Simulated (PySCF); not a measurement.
## Computed vibrations of [Yb(H2O)5]3+

[Yb(H2O)5]3+ (singlet in the valence; each metal's 4f electrons, 13 of them, lie in its core potential, out of spins and levels). PySCF 2.14.0, RKS PBE0, Yb lcecp-1-SVP with ECP59, O def2-SVP, H def2-SVP; non-relativistic Hamiltonian with scalar-relativistic core potentials where named; density fitting; no spin-orbit coupling. Central differences of gradients.

```xyz
16

Yb    0.0208    0.0000    0.0000
O    -0.6184    0.0000    2.1707
H    -0.7653    0.7711    2.7562
H    -0.7653   -0.7710    2.7562
O    -0.6184    0.0000   -2.1707
H    -0.7653   -0.7710   -2.7562
H    -0.7653    0.7711   -2.7562
O     2.2693   -0.0001    0.0000
H     2.8795   -0.7689    0.0000
H     2.8796    0.7686    0.0000
O    -0.6138    2.1858    0.0000
H    -0.0630    2.9974    0.0000
H    -1.5315    2.5318    0.0000
O    -0.6140   -2.1858    0.0000
H    -1.5317   -2.5316    0.0000
H    -0.0633   -2.9974    0.0000
```

Run from Python with OMP_NUM_THREADS=4. Where DIIS fails, smearing, a level shift and second-order steps follow.
It took 3.7 min on 4 threads of Arm Neoverse V1, with other jobs on the host.

Problem. What are the harmonic wavenumbers and infrared intensities?

Solution. Modes are labelled in C2v; negative numbers are unstable modes, those under 60 cm⁻¹ near the noise; a finer grid moves soft modes by up to 10 cm⁻¹.
| cm⁻¹ | km/mol | symmetry |
| --- | --- | --- |
| -214 | – | a2 |
| -119 | – | a2 |
| 27 | 0.1 | a1 |
| 64 | 4.7 | b2 |
| 72 | 2.5 | b1 |
| 83 | 9.8 | a1 |
| 93 | 5.8 | b1 |
| 97 | 1.5 | b2 |
| 128 | 0.0 | a2 |
| 152 | 0.4 | b2 |
| 202 | 0.6 | b1 |
| 282 | 0.0 | a2 |
| 349 | 0.2 | a1 |
| 362 | 10.0 | b1 |
| 372 | 3.1 | b2 |
| 382 | 4.5 | a1 |
| 385 | 0.0 | a1 |
| 554 | 0.0 | a2 |
| 572 | 3.9 | b1 |
| 584 | 0.1 | b2 |
| 587 | 21.8 | a1 |
| 608 | 103.6 | b1 |
| 630 | 437.7 | b2 |
| 633 | 179.0 | b1 |
| 643 | 671.6 | b2 |
| 646 | 761.5 | a1 |
| 657 | 0.0 | a2 |
| 1671 | 256.5 | b2 |
| 1673 | 2.3 | a1 |
| 1674 | 154.4 | a1 |
| 1676 | 250.8 | b1 |
| 1687 | 31.5 | a1 |
| 3658 | 474.1 | a1 |
| 3664 | 662.4 | b1 |
| 3668 | 8.9 | a1 |
| 3684 | 699.5 | b2 |
| 3696 | 37.5 | a1 |
| 3697 | 272.3 | b1 |
| 3709 | 167.4 | b1 |
| 3710 | 660.6 | a1 |
| 3732 | 0.0 | a2 |
| 3733 | 728.1 | b1 |

Problem. Is this a minimum?

Solution. No: 2 unstable; the lowest moves the atoms so:
```
Yb   0.00  0.00  0.00
O    0.00 -0.01  0.00
H    0.03 -0.01  0.00
H   -0.03 -0.01  0.00
O    0.00  0.01  0.00
H    0.03  0.01  0.00
H   -0.03  0.01  0.00
O    0.00  0.00  0.00
H    0.00  0.00  0.70
H    0.00  0.00 -0.70
O    0.00  0.00  0.00
H    0.00  0.00  0.10
H    0.00  0.00 -0.06
O    0.00  0.00  0.00
H    0.00  0.00  0.06
H    0.00  0.00 -0.10
```

An lcecp potential fixes the number of 4f electrons, so in runs with it no electron can move into or out of that shell.
